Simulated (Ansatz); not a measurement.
## Isomers of GeSiH6O

3 of its isomers, all singlets with charge 0: A = `[OH][GeH2][SiH3]`; B = `O[SiH2][GeH3]`; C = `[SiH3][O][GeH3]`.

Shapes, held fixed at every level: PBE0-D4/def2-TZVP. Flexible molecules stand in one conformer, not always the lowest. Programs: Ansatz 0.2.0.

A:

```xyz
9

O    -1.6654    1.0032   -0.8548
Ge    0.0863    0.8996   -0.4955
Si    0.5258   -1.0107    0.8704
H    -1.9734    0.2679   -1.3890
H     0.8737    0.8321   -1.8244
H     0.3881    2.2267    0.2159
H     1.9860   -1.1328    1.1284
H     0.0601   -2.2362    0.1663
H    -0.1928   -0.8961    2.1658
```

B:

```xyz
9

O    -1.6992    0.4329   -0.8362
Si   -0.0846    0.7000   -0.6060
Ge    0.6637   -0.9371    0.9429
H    -2.1648    1.0140   -1.4396
H     0.6702    0.5869   -1.8876
H     0.1660    2.0713   -0.0749
H     2.1682   -0.7465    1.2061
H     0.4476   -2.3569    0.3950
H    -0.0786   -0.8108    2.2830
```

C:

```xyz
9

Si   -0.6866    1.0331   -0.9214
O     0.5927    0.2019   -0.3394
Ge    0.8098   -1.0495    0.9017
H    -1.6975    0.1132   -1.5145
H    -0.1958    1.9648   -1.9667
H    -1.3556    1.8108    0.1593
H     2.3108   -1.3556    0.9170
H    -0.0188   -2.2805    0.4984
H     0.3293   -0.4844    2.2487
```

Electronic energies in kJ/mol, without zero-point or thermal terms.

Which isomer should be the most stable, and roughly by how much?

C < B < A in rising energy, over a span of 90 kJ/mol, by CCSD(T)/def2-TZVPP. All levels agree on that. The B − A difference spans -64.7 to -58.5 kJ/mol over the levels. Relativity is left out for Ge unless named. Correlated rows may include outer-core shells of Ge, which these sets cover unevenly.

```csv
level,kind,B − A,C − A
HF/def2-SVP,Hartree–Fock,-58.5,-110.2
r2SCAN-D4/def2-TZVPP,meta-GGA,-63.0,-82.3
wB97M-V/def2-TZVPP,range-separated hybrid,-64.7,-89.6
wB97X-V/def2-TZVPP,range-separated hybrid,-61.5,-88.3
B2PLYP/def2-TZVPP,double hybrid,-62.4,-92.1
MP2/def2-TZVPP,perturbation theory,-63.0,-95.8
CCSD(T)/def2-TZVPP,coupled cluster or CI,-61.3,-90.1
```
